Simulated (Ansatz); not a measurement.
Consider the redistribution: `O[Si](O)(O)Cl` + `O[SiH](O)N[SiH2]Cl` → `O[Si](O)(Cl)N[SiH2]Cl` + `O[SiH](O)O`.

Isolated molecules relaxed with PBE0-D4/def2-TZVP in Ansatz; ΔE leaves out vibrations. CCSD(T)/CBS adds triple-zeta CCSD(T) − MP2 to the extrapolated MP2 energy (def2 sets, frozen cores). DFT in def2-TZVPP. B3LYP here is the variant with VWN-RPA as its local correlation; programs differ in this. Each species was taken in one conformer, which may not be the lowest.

```csv
level,ΔE (kJ/mol),difference from CCSD(T)/CBS
PBE-D4,-1.9,1.4
r2SCAN-D4,-1.1,2.2
PBE0-D4,-2.4,0.9
ωB97X-V,-3.0,0.3
ωB97M-V,-2.9,0.4
B2PLYP,-1.9,1.4
PBE,-0.2,3.1
r2SCAN,-0.4,2.9
PBE0,-0.7,2.6
B3LYP,-0.7,2.6
SCS-MP2/def2-TZVPP,-4.0,-0.7
CCSD(T)/def2-TZVPP,-2.9,0.4
HF/def2-QZVPP,-1.3,2.0
MP2/def2-QZVPP,-4.5,-1.2
HF/CBS(def2),-1.3,2.0
MP2/CBS(def2),-4.7,-1.4
CCSD(T)/CBS,-3.3,0
```

Largest T1 diagnostic among the species: 0.011.
